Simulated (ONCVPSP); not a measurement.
# What one change does to a pseudopotential (V (Z = 23), ONCV)

```
Element                 : V (Z = 23)
Generator               : ONCVPSP 4.0.1
Type                    : optimised norm-conserving Vanderbilt (ONCV)
Functional              : PBE
Relativity              : scalar-relativistic
Frozen core             : [Ne]
Valence charge          : 13
Reference configuration : 3s2 3p6 3d3 4s2
Partial waves           : 3s+4s: rc 1.65 bohr, ncon 5, nbas 8, qcut 9.2 1/bohr, 2 projectors; 3p: rc 1.00 bohr, ncon 4, nbas 9, qcut 7.8 1/bohr, 1 projector; 3d: rc 2.30 bohr, ncon 4, nbas 9, qcut 8.1 1/bohr, 2 projectors, debl 3 Ha
Local potential         : polynomial inside 0.75 bohr (lpopt 5, dvloc0 2 Ha)
Core correction         : Teter function fitted to the true core (icmod 2), fcfact 0.4
```

All-electron outer shells of the reference configuration (PBE, scalar-relativistic, ld1.x):

```
shell  level (eV)  outermost node (bohr)  outermost maximum (bohr)
   2p     -503.16                      –                      0.21
   3s      -70.24                   0.38                      0.82
   3p      -44.04                   0.35                      0.84
   3d       -5.16                      –                      0.90
   4s       -4.70                   1.17                      2.76
```

Change: s: rc 2.4.

Cutoffs: the cutoffs (Ha) at which the residual kinetic energy of the hardest occupied pseudo-wave falls to 1 and 0.1 mHa per electron; they do not see the model core or the augmentation charge, which bear on the density cutoff. Errors are all-electron minus pseudo energies relative to the spin-unpolarised reference configuration.

Task: How do hardness, ghosts and transferability respond?

Result: The potential gets softer (27 Ha and 189 Ha → 23 Ha and 189 Ha); of the 4 tests that both files solve, the error grows in 1 and shrinks in 1 by more than 15 % and 0.3 meV (median size 65.3 → 66.7 meV); neither file shows a bound ghost. A larger radius leaves more room for a smooth pseudo-wave, so fewer plane waves are needed.

```tsv
quantity	base	changed
cutoff, loose	27 Ha	23 Ha
cutoff, tight	189 Ha	189 Ha
loose cutoff by channel	s 27 Ha, p 23 Ha, d 22 Ha	s 8.8 Ha, p 23 Ha, d 22 Ha
bound ghosts	none	none
GHOST(+) flags under 300 eV	s at 294.7 eV	none
error for 3s2 3p6 3d3 4s1, meV [ΔE 7.74 eV]	+0.5	0.0
error for 3s2 3p6 3d3 4s0, meV [ΔE 22.03 eV]	-0.8	-4.1
error for 3s2 3p6 3d2 4s0, meV [ΔE 50.93 eV]	+130	+129
error for 3s2 3p5 3d3 4s2, meV [ΔE 50.95 eV]	-192	-177
p: phases at 1.01 bohr within 0.05 rad from the reference energy up to (Ha; the scan ends near 5)	4.9	4.9
d: phases at 2.33 bohr within 0.05 rad from the reference energy up to (Ha; the scan ends near 5)	4.7	4.7
rms error of d²Exc/dni dnj with the model core, mHa	0.98	1.63
```
